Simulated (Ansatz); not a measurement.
Isolated molecules relaxed with PBE0-D4/def2-TZVP in Ansatz; ΔE leaves out vibrations. CCSD(T)/CBS adds triple-zeta CCSD(T) − MP2 to the extrapolated MP2 energy (def2 sets, frozen cores). This one scheme is used for every species. DFT in def2-TZVPP. B3LYP here is the variant with VWN-RPA as its local correlation; programs differ in this. Triplets are unrestricted, without spin–orbit coupling. Each species was taken in one conformer, which may not be the lowest.

`CO[SiH](C)N` → `[CH2]` (triplet) + `C[SiH](N)O`  (formal loss of a carbene)

```tsv
level	ΔE (kcal/mol)	difference from CCSD(T)/CBS
BLYP-D4	90.7	0.5
r2SCAN-D4	85.5	-4.7
B2PLYP	88.9	-1.3
revPBE	85.2	-5.0
r2SCAN	85.1	-5.1
B3LYP	87.9	-2.3
r2SCANh	84.5	-5.7
r2SCAN0	83.8	-6.4
CAM-B3LYP	90.0	-0.2
CCSD/def2-SVP	87.2	-3.0
SCS-MP2/def2-TZVPP	91.3	1.1
CCSD/def2-TZVPP	85.6	-4.6
MP2/def2-QZVPP	91.2	1.0
SCS-MP2/def2-QZVPP	92.7	2.5
HF/CBS(def2)	57.8	-32.4
MP2/CBS(def2)	92.0	1.8
CCSD(T)/CBS	90.2	0
```

(1) What do rigid-rotor, harmonic-oscillator terms from PBE0-D4/def2-TZVP frequencies (298.15 K, 1 bar) make of the CCSD(T)/CBS value? (Best estimate.)

Largest T1 diagnostic among the species: 0.011.

## Answers

(1) The calculation gave: ΔZPE = -6.9 kcal/mol, ΔH = +84.6 kcal/mol, ΔS = 154 J/(mol·K), ΔG = +73.7 kcal/mol. Open shells count their whole term as degenerate.

At CCSD(T), def2-SVP lies −1.0 kcal/mol from the extrapolated value and def2-TZVPP −2.0 kcal/mol. From BLYP to BHLYP (50 % exact exchange), in def2-TZVPP and without D4, ΔE moves by −1.7 kcal/mol. The D4 term adds +2.4 kcal/mol with B3LYP and +1.4 kcal/mol with PBE0; it sums over pairs of atoms, weighted by their polarisabilities, and B3LYP, whose exchange is more repulsive, gets the larger term.

CCSD(T)/CBS has its own doubt, a few kJ/mol and more with outer-core shells, so smaller differences from it don't rank the levels.
